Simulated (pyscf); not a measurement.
**`[SiH3][NH][SiH3]`, singlet**

Gas-phase minimum from PySCF at ωB97X-D3(BJ)/def2-SVP, one conformer. 

SMILES: [SiH3]N[SiH3]
```xyz
10

Si    -0.3384     1.7586    -0.5491
N     -0.2907     0.0673    -0.1405
Si    -0.4803    -1.3069    -1.1916
H      0.8846     2.4705    -0.0689
H     -1.5158     2.4580     0.0509
H     -0.4211     1.8566    -2.0328
H     -0.1769    -0.1445     0.8485
H      0.6553    -2.2666    -1.0418
H     -1.7370    -2.0694    -0.9176
H     -0.5201    -0.7959    -2.5898
```
Charge 0, spin multiplicity 1.

Bond lengths (Å): Si1–N2 1.741, Si1–H4 1.494, Si1–H5 1.495, Si1–H6 1.489, N2–Si3 1.740, N2–H7 1.018, Si3–H8 1.494, Si3–H9 1.495, Si3–H10 1.489. Angles (°): N2–Si1–H4 111.4, N2–Si1–H5 112.4, N2–Si1–H6 107.4, H4–Si1–H5 107.0, H4–Si1–H6 109.5, H5–Si1–H6 109.0, Si1–N2–Si3 128.5, Si1–N2–H7 115.7, Si3–N2–H7 115.8, N2–Si3–H8 111.3, N2–Si3–H9 112.6, N2–Si3–H10 107.4, H8–Si3–H9 107.0, H8–Si3–H10 109.6 (the first ones only).

Properties at ωB97X-D3(BJ)/def2-SVP:

```
Quantity                                                                                                                                                                                                                                             Value
---------------------------------------------------------------------------------------------------------------------  -----------------------------------------------------------------------------------------------------------------------------------
Harmonic wavenumbers, unscaled                                                                                         21, 69, 227, 372, 616, 649, 720, 747, 845, 942, 945, 954, 968, 986, 1008, 1035, 1222, 2228, 2230, 2241, 2249, 2268, 2280, 3622 cm⁻¹
Zero-point energy                                                                                                                                                                                                                            42.1 kcal/mol
Rotational symmetry number                                                                                                                                                                                                                               1
Entropy of this conformer at 298 K and 1 atm, rigid rotor and harmonic oscillator, modes under 100 cm⁻¹ raised to 100                                                                                                                      317.8 J/(mol K)
Dipole moment                                                                                                                                                                                                                                       0.88 D
```

Single-point totals, which compare only within one level (frozen core for MP2 and CC):

```
level                   total energy (hartree)
----------------------  ----------------------
ωB97X-D3(BJ)/def2-TZVP              -638.10349
PBE/def2-TZVP                       -637.63337
r²SCAN/def2-TZVP                    -637.93154
B3LYP-D3(BJ)/def2-TZVP              -638.08705
PBE0-D3(BJ)/def2-TZVP               -637.70997
M06-2X/def2-TZVP                    -637.94771
ωB97M-D3(BJ)/def2-TZVP              -638.11862
HF/def2-TZVPP                       -636.48199
MP2/def2-TZVPP                      -636.95413
CCSD/def2-TZVPP                     -637.00321
CCSD(T)/def2-TZVPP                  -637.02063
```

The lowest mode is so soft that the shape along it may change with the basis. Soft torsions are taken as harmonic, which can shift the entropy by several J/(mol K). The CCSD(T) − MP2 part came from Ansatz, without density fitting, on the same reference.
